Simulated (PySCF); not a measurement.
Polarisability and C₆ of Cd⁺ (cadmium, charge +1)

[Kr] 4d9 5s1 5p1, one real determinant (an excited configuration). Computed with PySCF 2.14 in aug-cc-pVTZ-PP with one added diffuse shell each of s, p, d, f, g type with ECP28MDF (7s7p6d4f3g, 113 functions), with a scalar-relativistic core potential. Coupled (time-dependent) response in atomic units; α is the mean over directions.

```csv
method,mean α (bohr³),"α xx, yy, zz",C₆ (like pair),S(−4)
CAM-B3LYP,28.01,"26.84, 26.84, 30.33",202.7,339.4
```

S(−4) is the Cauchy moment in α(ω) = α(0) + S(−4) ω² + …

Spin-orbit coupling is absent.

α(iu) at CAM-B3LYP:

```csv
u (hartree),α(iu) (bohr³)
0,28.01
0.0500,27.19
0.100,25.05
0.200,19.41
0.300,14.66
0.500,9.121
0.750,5.990
1.00,4.414
1.50,2.826
2.00,2.010
3.00,1.175
5.00,0.5352
```

A single London oscillator, α(iu) = α/(1 + u²/ω²), gives C₆ = (3/4) ω α². Matching the computed C₆ needs ω = 4 × 202.7 / (3 × 28.01²) = 0.344 hartree.

For an ion, C₆ is the dispersion term alone; charge-induced terms of lower order in 1/R come first.

The components differ because the open shell of this determinant is not spherical; for a pure term their mean is the scalar polarisability.

⟨L²⟩ = 8.02 against 12 for a pure F term, so this real determinant mixes terms. Energies and moments cover only the electrons outside the core potential.
